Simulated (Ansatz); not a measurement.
Input file for Ansatz (a quantum-chemistry and plane-wave program): R-CCSDT(Q)/cc-pVDZ on N2 (SMILES N#N), 2S+1 = 1, a spin state set in the input, which need not be the lowest.

Ansatz 0.2 input:
```yaml
crystal:
  periodic: [false, false, false]
  atoms:
    - {symbol: N, position_ang: [-0.00000000, -0.00000000, -0.54545770]}
    - {symbol: N, position_ang: [0.00000000, 0.00000000, 0.54545770]}
basis:
  gaussian:
    orbitals: cc-pVDZ
magnetization: {spin_polarized: false}
correlation: {method: ccsdt_q, electrons: outside_noble_gas}
scf: {omitted_lower_state_checks: [cluster_reference]}
```

It printed:

```
WARN ansatz: RAYON_NUM_THREADS=2 ignored (pool sized by the plan → 2); use --threads N
Functional definition: HF
these checks for a lower state are left out or cut short: cluster_reference
integrals: 0.01 GiB planned
492 factors; integrals over basis functions are off by at most 5.4e-8 eV
mean field: 0.05 GiB planned
mean field evaluation 1: about -2964.5488 eV, gradient 9.8e0 eV
mean field evaluation 2: about -2964.5536 eV, gradient 9.8e0 eV
mean field evaluation 4: about -2964.8139 eV, gradient 3.4e-1 eV
mean field evaluation 8: about -2964.8142 eV, gradient 4.9e-5 eV
mean field -2964.81418673 eV, -108.9549117389 hartree, gradient 1.2e-6 eV, S^2 0.000000; 0 other end points of the search recorded, 0 dependent functions left out
2 core orbitals not correlated
reference -2964.81418673 eV, -108.9549117389 hartree; 5, 5 occupied and 21, 21 virtual orbitals, 492 factors
second order -8.27946902 eV of doubles, -0.00000000 eV of singles
coupled cluster: 0.08 GiB planned
cycle   1  -8.01638899 eV  change    2.6e-1 eV  update   8.7e-2
cycle   2  -8.48001595 eV  change   -4.6e-1 eV  update   3.9e-2
cycle   3  -8.69876945 eV  change   -2.2e-1 eV  update   1.4e-2
cycle   4  -8.68496233 eV  change    1.4e-2 eV  update   3.6e-3
cycle   5  -8.69125235 eV  change   -6.3e-3 eV  update   1.5e-3
cycle   6  -8.69414030 eV  change   -2.9e-3 eV  update   4.9e-4
cycle   7  -8.69364474 eV  change    5.0e-4 eV  update   1.2e-4
cycle   8  -8.69356139 eV  change    8.3e-5 eV  update   3.4e-5
cycle   9  -8.69355391 eV  change    7.5e-6 eV  update   8.0e-6
cycle  10  -8.69354492 eV  change    9.0e-6 eV  update   3.0e-6
cycle  11  -8.69355242 eV  change   -7.5e-6 eV  update   1.1e-6
cycle  12  -8.69355348 eV  change   -1.1e-6 eV  update   2.9e-7
cycle  13  -8.69355373 eV  change   -2.5e-7 eV  update   1.0e-7
perturbative correction -0.04428926 eV, -0.0016276003 hartree
Total energy: -2973.55202971 eV, -109.2760215459 hartree
Checks for a lower state left out: cluster_reference
```

The run converged.

Cost: about 3 core-seconds (a rough figure).
